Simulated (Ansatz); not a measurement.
Compare A (`BCOCO`) with its isomer B (`CBOCO`).

Program: Ansatz. Geometries: PBE0-D4/def2-TZVP. ΔE: electronic, gas phase. CCSD(T)/CBS is the MP2 limit (def2-TZVPP, def2-QZVPP) plus CCSD(T) − MP2 in def2-TZVPP, frozen cores. DFT in def2-TZVPP. B3LYP here is the variant with VWN-RPA as its local correlation; programs differ in this. One conformer a species, not always the lowest.

**Question.** Which isomer does CCSD(T)/CBS put lower? Give the gap. (Estimate.)

**Answer.** Computed: B, by 233.7 kJ/mol.

**Question.** Give E(B) − E(A) in kJ/mol with HF/def2-TZVPP, MP2/def2-TZVPP, PBE-D4, ωB97M-V, CCSD(T)/def2-TZVPP, B3LYP-D4, B3LYP. (An estimate is asked.)

**Answer.** The calculation gave: HF/def2-TZVPP -228.4, MP2/def2-TZVPP -238.7, PBE-D4 -229.0, ωB97M-V -231.7, CCSD(T)/def2-TZVPP -233.4, B3LYP-D4 -231.1, B3LYP -232.3. None reverses the order clearly.

Largest T1 diagnostic: 0.012.

In def2-TZVPP, CCSD(T) changes the Hartree–Fock value by −5.0 kJ/mol (the triples alone add −0.7 kJ/mol) and MP2 by −10.3 kJ/mol.
